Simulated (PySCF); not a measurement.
A structure optimised at PBE-D3(BJ)/def2-SVP, used in a PySCF frequency run:

```xyz
6

Zn     0.0000     0.0000    -0.8178
Br     0.0000     0.0000     1.4418
C      0.0000     0.0000    -2.7513
H      0.8990    -0.5190    -3.1400
H      0.0000     1.0381    -3.1400
H     -0.8990    -0.5190    -3.1400
```

### Question
Write its SMILES, formula and point group.

### Answer
[CH3][Zn][Br], CH3BrZn, C3v

### Question
What are its rotational constants (standard atomic weights)?

### Answer
155.09, 1.5320, 1.5320 GHz
